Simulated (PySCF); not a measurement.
GeH7NSSi, SMILES N[SiH2][S][GeH3]. Geometry optimised at B3LYP-D3(BJ)/def2-SVP. The structure was generated by enumeration, and PubChem lists no compound with its InChIKey, so it may never have been made. The values are those of a single conformer.

Give the equilibrium geometry at B3LYP-D3(BJ)/def2-SVP (PySCF confirms it by a frequency run) as bond lengths and angles. (Estimate from the structure and the level; the computed values follow.)

One answer among several that fit: 
Atoms: Si1 N2 S3 Ge4 H5 H6 H7 H8 H9 H10 H11. Bonds (Å): Si1–N2 1.727, Si1–S3 2.172, Si1–H5 1.487, Si1–H6 1.488, N2–H7 1.015, N2–H8 1.014, S3–Ge4 2.246, Ge4–H9 1.539, Ge4–H10 1.544, Ge4–H11 1.542. Angles (°): N2–Si1–S3 114.6, N2–Si1–H5 111.6, N2–Si1–H6 105.3, S3–Si1–H5 103.4, S3–Si1–H6 110.7, H5–Si1–H6 111.4, Si1–N2–H7 122.1, Si1–N2–H8 120.4, H7–N2–H8 111.7, Si1–S3–Ge4 97.6, S3–Ge4–H9 106.3, S3–Ge4–H10 109.9, S3–Ge4–H11 110.9, H9–Ge4–H10 110.3, H9–Ge4–H11 110.0, H10–Ge4–H11 109.4.
